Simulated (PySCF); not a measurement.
H4GeO2S2, SMILES [OH][Ge]([OH])([SH])[SH] (CAM-B3LYP/def2-SVP optimised geometry):

```
9

O      1.014    -1.045     0.000
Ge    -0.753    -1.045     0.000
O     -1.394     0.601     0.000
S     -1.607    -1.876     1.855
S     -1.218    -2.143    -1.855
H      1.394    -0.787     0.850
H     -1.302     1.045    -0.853
H     -2.206    -0.700     2.142
H      0.094    -2.256    -2.153
```

Method: CAM-B3LYP/def2-TZVP in PySCF.

Task: What are the frontier orbital energies and the dipole moment?

Result: HOMO-2 -10.54 eV, HOMO-1 -9.33 eV, HOMO -8.99 eV, LUMO 0.41 eV, LUMO+1 1.21 eV; dipole moment 1.34 D.

On the same geometry PBE/def2-TZVP (PySCF) gives HOMO-2 -7.46 eV, HOMO-1 -6.69 eV, HOMO -6.38 eV, LUMO -1.57 eV, LUMO+1 -0.81 eV; dipole moment 1.38 D.

Meta-Löwdin charges at CAM-B3LYP/def2-TZVP: O1 -0.74, Ge2 1.12, O3 -0.74, S4 -0.29, S5 -0.29, H6 0.35, H7 0.35, H8 0.12, H9 0.12.
